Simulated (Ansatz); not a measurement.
Basis-set extrapolation for AlClF2 (`[F][Al]([F])[Cl]`) (PBE0-D4/def2-TZVP geometry, frozen core, Ansatz 0.2.0). Multiplicity 1, RHF reference.

```
                     cc-pV(T+d)Z  cc-pV(Q+d)Z
                 HF  -900.642508  -900.670309
    MP2 correlation    -0.761810    -0.834807
CCSD(T) correlation    -0.800568    -0.874288
```

Energies in hartree. Use E(X) = E(∞) + A·exp(−5.46·√X) for Hartree–Fock and E(X) = E(∞) + B·X^(−3.05) for correlation, with X = 3 and 4.

Task: What is the CCSD(T) energy at the basis-set limit?

Result: HF limit: -900.670309 + (-0.027801) × 0.30130 = -900.67869. Correlation limit: -0.874288 + (-0.073720) × 0.71189 = -0.92677. Total: -901.60546 hartree, 426.3 kJ/mol below CCSD(T)/cc-pV(T+d)Z.
